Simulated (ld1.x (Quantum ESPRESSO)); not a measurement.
**What one change does to a pseudopotential (F, TM semilocal)**

ld1.x (Quantum ESPRESSO) 7.5 input, shortened:

```
&input
   title='F', zed=9., rel=1, dft='PBESOL', iswitch=3,
   config='[He] 2s2 2p5'
 /
 &inputp
   pseudotype=1, tm=.true., lloc=1,
   nlcc=.true., new_core_ps=.true., rcore=0.55
 /
2
2S  1  0   2.00   0.00  0.70  0.70  0.0
2P  2  1   5.00   0.00  1.20  1.20  0.0
 &test
   configts(1)='2s2 2p5'
 /
```

Change: reference 2s1 2p6.

Cutoffs: the cutoffs (Ry, on a coarse ladder) from which the occupation-weighted sum of valence levels, in a spherical-Bessel basis at the reference potential, stays within 10 and 1 mRy of its value at 400 Ry; they do not see the model core or the augmentation charge, which bear on the density cutoff. Errors are all-electron minus pseudo energies relative to the spin-unpolarised reference configuration.

Problem. What does the change do?

Solution. The potential gets softer (160 Ry and 260 Ry → 100 Ry and 230 Ry); neither file shows a bound ghost. A semilocal file is local in each channel, so a ghost entry of none says nothing of the separable form that plane-wave codes build from it.

| quantity | base | changed |
| --- | --- | --- |
| cutoff, loose | 160 Ry | 100 Ry |
| cutoff, tight | 260 Ry | 230 Ry |
| bound ghosts | none | none |
| largest error over its own tests, meV | +1000 | +1368 |
| s: phases at 1.30 bohr within 0.05 rad from the reference energy up to (Ry; the scan ends near 5) | to the end of the scan | to the end of the scan |
| p: phases at 1.30 bohr within 0.05 rad from the reference energy up to (Ry; the scan ends near 5) | to the end of the scan | to the end of the scan |
